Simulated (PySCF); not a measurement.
Simulated characterisation data

[PySCF 2.14.0 with density-fitted response routines: σ from GIAO-PBE0/pcSseg-1; GFN2-xTB structure; one conformer; no relativistic terms; no solvent; rapidly exchanging positions averaged]

Referencing at the same level of theory: TMS for 1H (31.72 ppm) and 13C (186.93 ppm). Splittings of carbon signals by F and P are missing where no couplings were computed. Where no couplings were computed, multiplicities follow the n + 1 count of equivalent neighbours, and m marks all less simple cases (inequivalent or close neighbours, rings, F or P nearby). Shifts are as computed. Against solution values, carbons near 30 ppm lie about +3 ppm off and those near 130 ppm about +5 ppm. Of 1211 compounds with measured shifts, 218 miss one by over three times the rms of a fit or turn the order of signals round; such compounds aren't used in these exercises.

Compound 1 (C₅H₁₀O₂P₂). 1H NMR (500 MHz, computed): δ 3.43 (m, 2H), 2.43 (m, 2H), 2.42 (m, 2H), 2.37 (m, 2H), 1.71 (m, 2H). 13C{1H} NMR (computed): δ 214.4 (C), 42.3 (CH2), 39.9 (CH2). Structure: SMILES O=C1CCP(=O)(P)CC1.

Compound 2 (C₅H₁₃N₂P). 1H NMR (500 MHz, computed): δ 3.16 (m, 1H), 2.95 (s, 6H), 2.79 (s, 6H). 13C{1H} NMR (computed): δ 216.6 (C), 45.3 (CH3), 42.1 (CH3). Structure: SMILES CN(C)C(=P)N(C)C.

Compound 3 (C₇H₁₁PSi). 1H NMR (500 MHz, computed): δ 7.65 (m, 2H), 7.39 (m, 2H), 3.98 (m, 3H), 3.36 (m, 1H), 2.45 (s, 3H). 13C{1H} NMR (computed): δ 142.4 (C), 138.6 (CH), 135.2 (C), 134.8 (CH), 23.9 (CH3). Structure: `Cc1ccc(P[SiH3])cc1`.
